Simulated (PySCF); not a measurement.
Pb(H)(NH2) (H₃NPb), SMILES [NH2][PbH] (connectivity only; charge and spin as stated), neutral, multiplicity 1. Coordinates come from a B3LYP-D3(BJ)/def2-TZVP optimisation. The def2 effective core potentials stand for the cores of Pb; spin–orbit coupling is left out.

Computed with B3LYP-D3(BJ)/def2-TZVP (PySCF).

Harmonic wavenumbers (cm⁻¹): 328, 487, 536, 557, 692, 1536, 1556, 3535, 3649. Rotational constants (GHz): 103.4, 6.954, 6.515; symmetry number 1.

Task: Work out the zero-point energy and the ideal-gas rigid-rotor harmonic-oscillator thermochemistry at 298.15 K and 1 atm.

Result: ZPE = ½ Σ hcν = ½ × 12876 cm⁻¹ = 77.02 kJ/mol. H − E(el) = 89.90 kJ/mol. Entropy in J/(mol K): translation 176.25, rotation 91.03, vibration 14.22, total 281.50. G − E(el) = 5.97 kJ/mol. Cp = 59.05 J/(mol K).
